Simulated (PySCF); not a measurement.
The numbers are results of PBE-D3(BJ)/def2-TZVP // PBE-D3(BJ)/def2-SVP in PySCF, not measurements. All species are isolated molecules in the gas phase. One relaxed conformer stands for a flexible species; it need not be the lowest. Excitations are Tamm–Dancoff values on a coarser integration grid. The basis has no diffuse functions, so Rydberg states are missing or too high.

Reference species (SMILES): `Bc1occc1O` (neutral, multiplicity 1).

```
Quantity                                       Result
-------------------------------------------  --------
brightest of the four lowest singlets (TDA)   5.02 eV
LUMO                                         -2.69 eV
```

Changed species: `o1cc(c(B)c1)O`.

### Question
Give the shifts of the brightest of the four lowest singlets (TDA) and LUMO.

### Answer
the brightest of the four lowest singlets (TDA) increases by 0.32 eV, to 5.34 eV; the LUMO decreases by 0.18 eV, to -2.87 eV.
